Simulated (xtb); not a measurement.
Input file for xtb: GFN1-xTB on BaIn, 2S+1 = 4, a spin state set in the input, which need not be the lowest, a point of a bond scan (R = 3.457 Å).

```
$ xtb mol.xyz --gfn 1 --sp --chrg 0 --uhf 3
2

In     0.00000000     0.00000000     0.00000000
Ba     0.00000000     0.00000000     3.45746000
```

Task: What total energy does the run end on?

Result: -1.8800 hartree.
